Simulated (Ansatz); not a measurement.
Start from `C#[C][AlH][CH2]C` and change one atom or group to get `C[CH2][AlH][OH]`.

Ansatz, PBE0-D4/def2-TZVP geometries, multiplicity 1. Each molecule was computed in one conformer, which needn't be the lowest.

```csv
property,`C#[C][AlH][CH2]C`
LUMO energy (PBE0/def2-TZVPP) / eV,-1.46
HOMO–LUMO gap (PBE/def2-TZVPP) / eV,4.06
HOMO energy (PBE/def2-TZVPP) / eV,-6.31
HOMO energy (PBE0/def2-TZVPP) / eV,-7.53
HOMO energy (B3LYP/def2-TZVPP) / eV,-7.33
LUMO energy (PBE/def2-TZVPP) / eV,-2.26
```

Question: Give the same properties after the change, and the shifts. (Best estimate.)

Answer: The calculation gave: 
```csv
property,`C[CH2][AlH][OH]`,shift
LUMO energy (PBE0/def2-TZVPP) / eV,-0.44,1.02
HOMO–LUMO gap (PBE/def2-TZVPP) / eV,5.02,0.96
HOMO energy (PBE/def2-TZVPP) / eV,-6.23,0.08
HOMO energy (PBE0/def2-TZVPP) / eV,-7.51,0.02
HOMO energy (B3LYP/def2-TZVPP) / eV,-7.32,0.01
LUMO energy (PBE/def2-TZVPP) / eV,-1.22,1.04
```

B3LYP here is the variant with VWN-RPA as its local correlation; programs differ in this.
